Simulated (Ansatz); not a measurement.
ClGeHS, SMILES `[SH][Ge][Cl]`. The species carries charge 0 and has multiplicity 1. Correlated methods include outer-core shells of Ge, which these sets cover unevenly. Scalar relativity is left out up to krypton.

```xyz
4

S    -1.022   -1.038   -0.142
Ge   -0.406    0.713    1.110
Cl    1.423    1.290    0.037
H     0.006   -0.965   -1.005
```

(1) Give the diagnostics of a CCSD(T)/def2-TZVPP run (frozen core, Ansatz 0.2.0). (Estimate.)

## Answers

(1) Computed: T1 = 0.0137, largest single amplitude 0.032, largest double 0.059, (T) share of the correlation energy 4.5 %, 10 CCSD cycles. The RHF solution is stable towards an unrestricted one. T1 lies under the customary mark of 0.02 for closed shells.
